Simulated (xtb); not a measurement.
Al(NMe2)(OH)(SeH) (C₂H₈AlNOSe), SMILES C[N]([Al]([OH])[SeH])C. All values are semi-empirical tight-binding results from xtb (GFN2-xTB unless named), good for trends rather than for accurate numbers. Coordinates come from a GFN2-xTB optimisation. One conformer was computed; it need not be the lowest.

For metal compounds this method's bond lengths and energies can be far off.

Computed properties:
```json
{
  "orbital_gap": "2.78 eV",
  "zero_point_energy": "62.8 kcal/mol",
  "G − E(el) at 298.15 K (modified RRHO)": "40.2 kcal/mol"
}
```
